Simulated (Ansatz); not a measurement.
Mulliken charges of F₂H₂N₂W (`[NH]=[W](=[NH])([F])[F]`) from PBE/def2-TZVPP in Ansatz (PBE0-D4/def2-TZVP geometry).

```json
{"atom": "N1", "x (Å)": "-1.210", "y (Å)": "0.628", "z (Å)": "0.591", "charge (e)": "-0.400"}
{"atom": "W2", "x (Å)": "-0.014", "y (Å)": "0.051", "z (Å)": "-0.531", "charge (e)": "0.993"}
{"atom": "N3", "x (Å)": "1.269", "y (Å)": "-0.755", "z (Å)": "0.322", "charge (e)": "-0.400"}
{"atom": "F4", "x (Å)": "-0.833", "y (Å)": "-1.197", "z (Å)": "-1.654", "charge (e)": "-0.285"}
{"atom": "F5", "x (Å)": "0.716", "y (Å)": "1.531", "z (Å)": "-1.406", "charge (e)": "-0.285"}
{"atom": "H6", "x (Å)": "-1.620", "y (Å)": "0.778", "z (Å)": "1.500", "charge (e)": "0.188"}
{"atom": "H7", "x (Å)": "1.754", "y (Å)": "-1.104", "z (Å)": "1.133", "charge (e)": "0.188"}
```

Q: By hand: the dipole of these point charges (1 e Å = 4.8032 D).

A: Σ q r = (0.021, -0.055, 0.475) e Å, of length 0.479 e Å = 2.30 D.

Q: How does the dipole of the full density compare? (Best estimate.)

A: The calculation gave: (0.020, -0.052, 0.448) e Å, 2.17 D; the point charges give 1.06 times that, at 0° from its direction.

Point charges leave out the atoms' own dipoles, such as those of lone pairs, and Mulliken's split depends on the basis, so the close match here is no proof of good charges.
